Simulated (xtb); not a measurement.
C4H9Cl2Sn, doublet, geometry from GFN2-xTB (such geometries of metal compounds can be far from the true shape) (the spin is typed, not shown lowest); GFN0-xTB (xtb 6.7.1).

Here is a job for xtb.
```
$ xtb mol.xyz --gfn 0 --uhf 1 --acc 0.1 --json

# file mol.xyz
16

Sn     0.81022789     0.72105670     0.28106262
C      0.15719912    -1.48779757    -0.76240123
C     -0.58408643    -1.26538112    -2.03383495
C     -1.10781266    -2.59526695    -2.62359963
C     -2.21520923    -3.21874497    -1.78679294
H      1.09432883    -2.02572516    -0.86378185
H     -0.44152109    -1.84172039     0.06901036
H     -1.43877210    -0.60732449    -1.86604510
H      0.06972827    -0.80625581    -2.77927225
H     -1.48975664    -2.38203456    -3.62402429
H     -0.27672459    -3.29665598    -2.72238262
H     -3.02007898    -2.50508840    -1.62748533
H     -1.84433898    -3.54193412    -0.81791744
H     -2.62327716    -4.08686303    -2.29969426
Cl     0.76106071     0.18939230     2.61740253
Cl    -1.23409172     1.95436718     0.07190539
```

Output, abridged:

```
   ID    Z sym.   atoms
    1   50 Sn     1
    2    6 C      2-5
    3    1 H      6-14
    4   17 Cl     15, 16

           -------------------------------------------------
          |                Calculation Setup                |
           -------------------------------------------------

           -------------------------------------------------
          |                 G F N 0 - x T B                 |
           -------------------------------------------------

          ...................................................
          :                      SETUP                      :
          :.................................................:
          :  # basis functions                  64          :
          :  # atomic orbitals                  61          :
          :  # shells                           35          :
          :  # electrons                        43          :
          :  electronic temp.          300.0000000     K    :
          :  accuracy                    0.1000000          :
          :  -> integral cutoff          0.3500000E+02      :
          :  -> integral neglect         0.1000000E-08      :
          ...................................................

         :::::::::::::::::::::::::::::::::::::::::::::::::::::
         ::                     SUMMARY                     ::
         :::::::::::::::::::::::::::::::::::::::::::::::::::::
         :: total energy             -24.419541682852 Eh    ::
         :: gradient norm              0.033048738233 Eh/a0 ::
         :: HOMO-LUMO gap              4.959347171955 eV    ::
         ::.................................................::
         :: H0 energy                -24.561778663928 Eh    ::
         :: repulsion energy           0.217679887145 Eh    ::
         :: electrostat energy        -0.069784819571 Eh    ::
         :: -> Gsolv                   0.000000000000 Eh    ::
         ::    -> Gsasa                0.000000000000 Eh    ::
         ::    -> Gshift               0.000000000000 Eh    ::
         :: dispersion energy         -0.005658086499 Eh    ::
         :: short-range corr.          0.000000000000 Eh    ::
         :: add. restraining           0.000000000000 Eh    ::
         :: total charge               0.000000000000 e     ::
         :::::::::::::::::::::::::::::::::::::::::::::::::::::

           -------------------------------------------------
          |                Property Printout                |
           -------------------------------------------------

    * Orbital Energies and Occupations

         #    Occupation            Energy/Eh            Energy/eV
      -------------------------------------------------------------
         1        2.0000           -0.9731629             -26.4811
       ...           ...                  ...                  ...
        10        2.0000           -0.5376357             -14.6298
        11        2.0000           -0.5202381             -14.1564
        12        2.0000           -0.5087692             -13.8443
        13        2.0000           -0.4964094             -13.5080
        14        2.0000           -0.4884129             -13.2904
        15        2.0000           -0.4851795             -13.2024
        16        2.0000           -0.4829158             -13.1408
        17        2.0000           -0.4686339             -12.7522
        18        2.0000           -0.4640394             -12.6272
        19        2.0000           -0.4529563             -12.3256
        20        2.0000           -0.4471190             -12.1667
        21        2.0000           -0.4387036             -11.9377
        22        1.0000           -0.3881964             -10.5634 (HOMO)
        23                         -0.2059438              -5.6040 (LUMO)
        24                         -0.1907373              -5.1902
        25                         -0.1818965              -4.9497
        26                         -0.1576641              -4.2903
        27                         -0.1450918              -3.9481
        28                         -0.1265554              -3.4437
        29                         -0.1154262              -3.1409
        30                         -0.1024854              -2.7888
        31                         -0.0969800              -2.6390
        32                         -0.0857406              -2.3331
        33                         -0.0785940              -2.1387
       ...                                ...                  ...
        61                          0.6023923              16.3919
      -------------------------------------------------------------
                  HL-Gap            0.1822527 Eh            4.9593 eV
             Fermi-level            0.0000000 Eh            0.0000 eV

     #   Z          covCN         q      C6AA      α(0)
     1  50 Sn       2.256     0.501   430.146    43.048
     2   6 C        3.482    -0.356    33.671     8.718
     3   6 C        3.804    -0.092    24.914     7.193
     4   6 C        3.800    -0.102    25.124     7.224
     5   6 C        3.751    -0.368    31.787     8.137
     6   1 H        0.925     0.126     1.568     1.958
     7   1 H        0.925     0.146     1.421     1.864
     8   1 H        0.924     0.100     1.787     2.091
     9   1 H        0.924     0.071     2.077     2.254
    10   1 H        0.924     0.078     2.000     2.211
    11   1 H        0.924     0.087     1.908     2.160
    12   1 H        0.925     0.135     1.499     1.915
    13   1 H        0.925     0.134     1.502     1.917
    14   1 H        0.925     0.125     1.572     1.961
    15  17 Cl       0.801    -0.291   106.280    15.758
    16  17 Cl       0.801    -0.293   106.360    15.764

 Mol. C6AA /au·bohr⁶  :       5469.601102
 Mol. C8AA /au·bohr⁸  :     267079.446942
 Mol. α(0) /au        :        124.171575

Wiberg/Mayer (AO) data.
largest (>0.10) Wiberg bond orders for each atom

 ---------------------------------------------------------------------------
     #   Z sym  total        # sym  WBO       # sym  WBO       # sym  WBO
 ---------------------------------------------------------------------------
     1  50 Sn   2.669 --    15 Cl   1.032    16 Cl   1.030     2 C    0.529
     2   6 C    3.761 --     3 C    1.073     6 H    0.970     7 H    0.957
                             1 Sn   0.529
     3   6 C    3.988 --     2 C    1.073     9 H    0.972     8 H    0.968
                             4 C    0.952
     4   6 C    3.975 --     5 C    1.027    11 H    0.978    10 H    0.978
                             3 C    0.952
     5   6 C    3.978 --     4 C    1.027    14 H    0.981    12 H    0.981
                            13 H    0.981
     6   1 H    0.987 --     2 C    0.970
     7   1 H    0.983 --     2 C    0.957
     8   1 H    0.982 --     3 C    0.968
     9   1 H    0.982 --     3 C    0.972
    10   1 H    0.980 --     4 C    0.978
    11   1 H    0.983 --     4 C    0.978
    12   1 H    0.980 --     5 C    0.981
    13   1 H    0.982 --     5 C    0.981
    14   1 H    0.982 --     5 C    0.981
    15  17 Cl   1.199 --     1 Sn   1.032
    16  17 Cl   1.209 --     1 Sn   1.030
 ---------------------------------------------------------------------------

Topologies differ in total number of bonds
Writing topology from bond orders to xtbtopo.mol

 dipole moment from electron density (au)
     X       Y       Z
   0.6552  -1.0622  -1.5144  total (Debye):    4.988

           -------------------------------------------------
          | TOTAL ENERGY              -24.419541682852 Eh   |
          | GRADIENT NORM               0.033048738233 Eh/α |
          | HOMO-LUMO GAP               4.959347171955 eV   |
           -------------------------------------------------

normal termination of xtb
```
